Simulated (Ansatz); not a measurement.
One change: `[NH2][Mo](=[O])([F])=[S]` becomes `[O]=[Mo]([OH])([F])=[S]`.

Ansatz, PBE0-D4/def2-TZVP geometries, multiplicity 1. Each molecule was computed in one conformer, which needn't be the lowest.

Elements past krypton have def2 core potentials.

| property | `[NH2][Mo](=[O])([F])=[S]` |
| --- | --- |
| HOMO–LUMO gap (ωB97M-V/def2-TZVPP) / eV | 9.05 |
| LUMO energy (ωB97M-V/def2-TZVPP) / eV | -0.91 |
| HOMO energy (PBE/def2-TZVPP) / eV | -6.59 |
| HOMO–LUMO gap (PBE/def2-TZVPP) / eV | 2.98 |
| HOMO–LUMO gap (PBE0/def2-TZVPP) / eV | 4.89 |
| LUMO energy (PBE/def2-TZVPP) / eV | -3.62 |

Give the same properties after the change, and the shifts. (Estimate.)

Computed: 
| property | `[O]=[Mo]([OH])([F])=[S]` | shift |
| --- | --- | --- |
| HOMO–LUMO gap (ωB97M-V/def2-TZVPP) / eV | 9.16 | 0.11 |
| LUMO energy (ωB97M-V/def2-TZVPP) / eV | -0.96 | -0.05 |
| HOMO energy (PBE/def2-TZVPP) / eV | -6.75 | -0.16 |
| HOMO–LUMO gap (PBE/def2-TZVPP) / eV | 3.06 | 0.08 |
| HOMO–LUMO gap (PBE0/def2-TZVPP) / eV | 4.98 | 0.09 |
| LUMO energy (PBE/def2-TZVPP) / eV | -3.70 | -0.08 |

With PBE0 the HOMO falls by 0.17 eV and the LUMO falls by 0.08 eV, so the gap widens by about 0.09 eV. PBE moves the HOMO by -0.16 eV and ωB97M-V by -0.16 eV. The zero-point energy changes by -32.6 kJ/mol with -3 modes.
